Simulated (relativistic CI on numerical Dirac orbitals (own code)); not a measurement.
# Hyperfine structure of Sn²³⁺, mass number 119

Calculated at this level of theory: Dirac-Coulomb-Breit CI, separate exchange-only KLI orbitals for each configuration, QED by a radiative potential, unscaled Slater integrals (own radial code, finite nucleus).

Configurations in the expansion (outside the closed core [Ne]): 3s2 3p6 3d9, 3s2 3p5 3d10, 3s 3p6 3d10, 3s2 3p6 3d8 4s, 3s2 3p6 3d8 4p, 3s2 3p6 3d8 4d, 3s2 3p6 3d8 4f, 3s2 3p4 3d10 4s, 3s2 3p5 3d9 4s, 3s2 3p6 3d7 4s2, 3s2 3p4 3d10 4p, 3s2 3p5 3d9 4p, 3s2 3p6 3d7 4s 4p, 3s2 3p6 3d8 5s, 3s2 3p4 3d10 4d, 3s2 3p6 3d7 4p2. Levels of other configurations are missing.

Nuclear spin I = 1/2, μ = -1.0459 μN (tables of Stone and Pyykkö). The electronic factors are computed for point nuclear moments, without core polarisation or the Bohr-Weisskopf and QED corrections.

```
                Level   E (eV)  A (GHz)
   3s2 3p6 3d9 2D_5/2    0.000   -17.45
   3s2 3p6 3d9 2D_3/2    8.948   -42.62
 3s2 3p5 3d10 2P°_3/2  225.560   -86.93
 3s2 3p5 3d10 2P°_1/2  269.809   -555.3
   3s 3p6 3d10 2S_1/2  396.451    -1838
3s2 3p6 3d8 4s 4F_9/2  469.333   -77.42
3s2 3p6 3d8 4s 2F_7/2  471.051    38.48
3s2 3p6 3d8 4s 2D_3/2  475.514    84.86
```

Levels with J = 0, under 50 % of one LS term, or S terms without an open s electron are left out. Small factors come from cancelling terms and can be off by tens of per cent or more.

At this charge energies of transitions that change n are usually good to better than 1 %, and those within a shell (Δn = 0) to a few per cent.

Q: Give the hyperfine levels of 3s2 3p6 3d9 2D_5/2 relative to its centre of gravity.

A: With K = F(F + 1) − I(I + 1) − J(J + 1), E = AK/2: F = 2: 30.54, F = 3: -21.81 GHz.

LS names give the leading component of a level, which can be under half, so a name can repeat, a term be missing and a line seem to break the LS rules.
